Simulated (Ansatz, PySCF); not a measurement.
C₂B₂O₂, SMILES [O+]#C[B-]#[B-]C#[O+]. Atoms are numbered in the order given.

```xyz
6

O      0.0000    -3.3271    -0.0001
C      0.0000    -2.1775     0.0005
B      0.0000    -0.7317     0.0011
B      0.0000     0.7317     0.0011
C      0.0000     2.1775     0.0005
O      0.0000     3.3271    -0.0001
```
Charge 0, spin multiplicity 1.

Geometry: PBE0-D3(BJ)/def2-SVP.

Two levels are set side by side: PBE-D3(BJ)/def2-SVP (Ansatz, a first-principles code) and PBE0-D3(BJ)/def2-SVP (Ansatz). Each level has its own optimised geometry; the coordinates shown are those of the second. Frequencies come from the Hessian of PySCF at each geometry. Differences are taken from unrounded values.

```csv
quantity,PBE0-D3(BJ),PBE-D3(BJ),PBE-D3(BJ) minus PBE0-D3(BJ)
mean bond length (Å),1.331,1.342,0.011
bond O1–C2 (Å),1.150,1.169,0.019
bond C2–B3 (Å),1.446,1.444,-0.001
bond B3–B4 (Å),1.463,1.483,0.019
bond B4–C5 (Å),1.446,1.444,-0.001
bond C5–O6 (Å),1.150,1.169,0.019
highest harmonic wavenumber (cm⁻¹),2241,2130,-111
mean harmonic wavenumber (cm⁻¹),812,786,-26
zero-point energy (kcal/mol),15.09,14.60,-0.49
```

GGA bonds tend to be longer and softer than those of functionals with exact exchange. Differences between two approximate levels are no errors against the true value.
